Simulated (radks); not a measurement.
Results of a calculation; reference values are marked as such.
Valence configurations of Yb I (all share [Xe]). Code: a radial shooting solver on a logarithmic mesh with Libxc functionals. Model: Dirac Kohn-Sham, PBE, spin-unpolarised, spherical densities, point nucleus; open shells fill j = l - 1/2 first. Energies are relative to 4f14 6s2; eigenvalues in eV.

valence           E (eV)  e(4f5/2)  e(4f7/2)  e(5d3/2)  e(6p1/2)  e(6p3/2)
4f14 6s2           0.000    -3.759    -2.443         -         -         -
4f13.5 6s2 6p0.5   1.527    -8.259    -6.905         -    -1.845         -
4f14 5d0.5 6s1.5   1.576    -3.514    -2.199    -0.729         -         -
4f14 6s1 6p1       2.717    -5.116    -3.799         -    -1.895         -
4f14 5d1 6s1       3.160    -3.392    -2.076    -0.743         -         -
4f13 6s2 6p1       5.144   -13.231   -11.839         -    -2.359         -
4f13 5d1.5 6s1.5   5.490    -9.544    -8.154    -1.658         -         -
4f14 5d2           6.337    -3.329    -2.014    -0.871         -         -
4f12 6s2 6p2      19.470   -24.168   -22.699         -    -3.318         -
4f11 6s2 6p3      45.050   -36.541   -34.995         -    -4.401    -3.625

NIST lists [Xe] 4f14 6s2 as the ground configuration; this level of theory agrees among the configurations tried. The energies are those of spherical spin-averaged densities, not of single terms.
